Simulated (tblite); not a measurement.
Species: C₇H₁₀F (doublet state).
Structure used (GFN2-xTB), in Å, numbered top down from 1:
```
atom  x, y, z in Å
C1     2.1740    0.2495   -0.2786
C2     0.7346    0.2464   -0.8491
C3    -0.1205    1.2318   -0.1527
C4    -0.9381    0.7798    0.9859
F5    -1.7539    1.7978    1.4440
C6    -1.7991   -0.4304    0.5880
C7    -0.9566   -1.4423   -0.1233
C8     0.1662   -1.1426   -0.7549
H9     2.1596   -0.0508    0.7660
H10    2.7985   -0.4453   -0.8350
H11    2.6037    1.2451   -0.3513
H12    0.8160    0.5213   -1.9098
H13   -0.1312    2.2675   -0.4349
H14   -0.3103    0.4966    1.8521
H15   -2.2658   -0.8665    1.4733
H16   -2.6006   -0.0804   -0.0706
H17   -1.3251   -2.4585   -0.1100
H18    0.7398   -1.9127   -1.2508
```

Structure optimised with GFN2-xTB, isolated species. This method treats the open shell by occupation alone, without spin polarisation.

Masses are those of the commonest isotopes; rigid-rotor values at the optimised geometry. The values belong to one conformer with, in the numbering `[CH3:1][C@@H:2]1[CH:3][C@@H:4]([F:5])[CH2:6][CH:7]=[CH:8]1`, C1–C2–C3–C4 -94°, C2–C3–C4–F5 -175°, C3–C4–C6–C7 48°, C4–C6–C7–C8 -24°.

**Question.** Give the principal moments of inertia and the rotational constants in cm⁻¹.

**Answer.** Ia = 159.85, Ib = 288.63, Ic = 406.48 u·Å²; 505379 MHz·u·Å²/I gives 3162, 1751 and 1243 MHz, that is A = 0.10546, B = 0.05841, C = 0.04147 cm⁻¹.

**Question.** What kind of rotor is it?

**Answer.** An asymmetric top. Ray's parameter κ = (2B − A − C)/(A − C) = -0.471; −1 is the prolate and +1 the oblate limit.

**Question.** Is it planar, by Δ = Ic − Ia − Ib?

**Answer.** Not planar: Δ = Ic − Ia − Ib = -42.00 u·Å². For a rigid frame Δ = −2 Σ m c², so Σ m c² = 21.00 u·Å² lies off the ab plane: 9.76 from hydrogen and 11.24 from heavier atoms. The atom farthest from that plane is 1.54 Å away.

**Question.** Estimate the classical rotational partition function at 10 K, 25 K and 500 K.

**Answer.** Point group C1, symmetry number σ = 1; q = (√π/σ)·√((kT/h)³/(ABC)), k/h = 20836.6 MHz/K: 2030 at 10 K, 8030 at 25 K, 718000 at 500 K.

For this open shell read J as N, the rotation without spin; fine and hyperfine splittings come on top. Its GFN2-xTB frequencies are all real (lowest 66 cm⁻¹). These are rigid-rotor constants of the computed structure; measured ground-state constants (B0) also hold zero-point vibration.
